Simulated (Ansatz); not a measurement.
`[NH2][AlH][GaH2]` + `BS` → `B[S][AlH][NH2]` + `[GaH3]`  (cleavage of the Al–Ga bond)

Gas-phase electronic energies from Ansatz, PBE0-D4/def2-TZVP geometries. CCSD(T)/CBS adds triple-zeta CCSD(T) − MP2 to the extrapolated MP2 energy (def2 sets, frozen cores). This one scheme is used for every species. For Ga outer-core shells are correlated without core-valence functions, which leaves a few kJ/mol of doubt a bond. Scalar relativity is left out up to krypton. Each species was taken in one conformer, which may not be the lowest.

```
           species  CCSD(T)/def2-SVP energy (Eh)
`[NH2][AlH][GaH2]`                   -2222.66451
              `BS`                    -424.09354
  `B[S][AlH][NH2]`                    -721.83203
          `[GaH3]`                   -1924.95464
```

**Question.** Work out ΔE.

**Answer.** ΔE = (-721.83203) + (-1924.95464) − (-2222.66451) − (-424.09354) = -0.02862 Eh = -75.1 kJ/mol. CCSD(T)/CBS gives -77.7 kJ/mol.

Largest T1 diagnostic among the species: 0.015.

From BLYP to BHLYP (50 % exact exchange), in def2-TZVPP and without D4, ΔE moves by −13.4 kJ/mol. The D4 term adds −5.2 kJ/mol with B3LYP and −2.8 kJ/mol with PBE0; it sums over pairs of atoms, weighted by their polarisabilities, and B3LYP, whose exchange is more repulsive, gets the larger term. Leaving LDA and LC-ωPBE aside and taking each functional with its dispersion term where it has one, the values, not all of them listed here, spread over 19.1 kJ/mol, from B97M-V to PBE-D4. LDA lies −4.8 kJ/mol from PBE without D4.

B3LYP here is the variant with VWN-RPA as its local correlation; programs differ in this.
